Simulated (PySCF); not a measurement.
Cl₃Tl, SMILES [Cl][Tl]([Cl])[Cl].

Coordinates come from a B3LYP-D3(BJ)/def2-SVP optimisation. The def2 effective core potentials stand for the cores of Tl; spin–orbit coupling is left out.

The numbers are results of PBE/def2-TZVPD in PySCF, not measurements.

Gas-phase values at a fixed geometry.

The total energy is -1552.72821 hartree and the point group is D3h. The highest occupied level is -8.05 eV. The lowest empty level is -5.18 eV, the orbital gap comes out as 2.87 eV and the dipole moment is 0.00 D. The quadrupole, principal values (traceless, Buckingham form, about the centre of nuclear charge) is -3.81, -3.81, 7.62 D·Å and the mean static polarisability comes out as 94.2 bohr³ (13.96 Å³). The polarisability, principal values is 59.3, 111.7, 111.7 bohr³.
